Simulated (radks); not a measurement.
Question: These are the eigenvalues of the occupied orbitals of an atom or ion with whole-number occupations (eV). Method: scalar-relativistic Kohn-Sham, SCAN, spin-polarised, spherical densities, finite nucleus; meta-GGA in the generalised Kohn-Sham scheme; Fermi nuclear charge, rms radius of each element as measured or else 0.836 A^(1/3) + 0.57 fm; computed with a radial shooting solver on a logarithmic mesh with Libxc functionals.

orbital  eigenvalue
1s        -89813.68
2s        -20975.03
2p        -18985.52

Which element is it, and in what charge state? The configuration may be excited. Open shells, if any, are filled with parallel spins first.

Answer: Z = 80, mercury, charge +70: Hg70+ in [Ne]. The list shows which subshells hold electrons but not how many an open one holds; the 1s level, -3300.6 hartree, gives Z - s = 81.2 by -(Z - s)^2/2, which with screening and relativity narrows Z to a few neighbours, and the depths of the outer levels then fix element, charge and occupations together.
